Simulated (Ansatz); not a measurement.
Program: Ansatz. Geometries: PBE0-D4/def2-TZVP. ΔE: electronic, gas phase. CCSD(T)/CBS is the MP2 limit (def2-TZVPP, def2-QZVPP) plus CCSD(T) − MP2 in def2-TZVPP, frozen cores. DFT in def2-TZVPP. One conformer a species, not always the lowest.

Consider the cleavage of the Si–Si bond: `F[SiH](F)[SiH](Cl)Cl` + `S[SiH2]Cl` → `F[SiH](F)S[SiH2]Cl` + dichlorosilane.

CCSD(T)/CBS gives -87.2 kJ/mol.

Another level gave -76.3 kJ/mol. Which?
A. r2SCAN-D4/def2-TZVPP
B. CAM-B3LYP/def2-TZVPP
C. revPBE/def2-TZVPP
D. LDA (SPW92)/def2-TZVPP

D. LDA (SPW92) -76.3, r2SCAN-D4 -86.0, CAM-B3LYP -81.2, revPBE -68.9 kJ/mol.

What do rigid-rotor, harmonic-oscillator terms from PBE0-D4/def2-TZVP frequencies (298.15 K, 1 bar) make of the CCSD(T)/CBS value? (An estimate is asked.)

Ansatz gave: ΔZPE = +3.1 kJ/mol, ΔH = -85.8 kJ/mol, ΔS = -16 J/(mol·K), ΔG = -81.0 kJ/mol. Modes under 50 cm⁻¹ make the entropy rough.

Largest T1 diagnostic among the species: 0.011.

From BLYP to BHLYP (50 % exact exchange), in def2-TZVPP and without D4, ΔE moves by −13.3 kJ/mol. Leaving LDA and LC-ωPBE aside and taking each functional with its dispersion term where it has one, the values, not all of them listed here, spread over 17.1 kJ/mol, from ωB97M-V to PBE-D4. LDA lies −4.9 kJ/mol from PBE without D4.
